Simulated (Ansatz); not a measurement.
Cu₁₂Pd⁺. Total charge 1; doublet. Geometry PBE-D4/def2-SVP, basis def2-TZVP, Ansatz.

```tsv
atom	x (Å)	y (Å)	z (Å)
Pd1	2.164	-0.644	-2.427
Cu2	-0.211	0.117	-1.803
Cu3	0.406	1.908	1.444
Cu4	-0.321	-2.843	1.226
Cu5	1.007	-1.716	-0.523
Cu6	-1.484	0.791	0.290
Cu7	0.207	-0.518	1.423
Cu8	-2.105	-1.199	1.800
Cu9	-1.325	0.813	2.779
Cu10	1.598	0.678	-0.294
Cu11	1.541	1.727	-2.549
Cu12	-0.067	2.390	-0.884
Cu13	-1.409	-1.506	-0.481
```

```csv
run,HOMO (eV),LUMO (eV)
A,-8.57,-7.39
B,-8.18,-7.77
C,-8.20,-7.96
D,-8.60,-7.11
```

In the def2 sets Pd takes a core potential; there is no spin–orbit coupling. B3LYP takes the VWN-RPA correlation. Single mean-field runs in def2-TZVP are fitted with def2-universal-jkfit. Another isomer (doublet) lies 0.37 eV lower at PBE0-D4/def2-TZVP; other spin states weren't run for this one.

HOMO and LUMO are taken over both spins.

Problem. The runs used B3LYP, PBE, PBE0, r2SCAN. Estimate which is which.

Solution. A B3LYP (20 % exact exchange); B r2SCAN (0 % exact exchange); C PBE (0 % exact exchange); D PBE0 (25 % exact exchange). Exact exchange lowers occupied and raises empty levels; among semilocal functionals meta-GGAs tend to open the gap a little, and such runs are hard to tell apart. The gap grows from 0.24 eV (PBE) to 1.50 eV (PBE0).
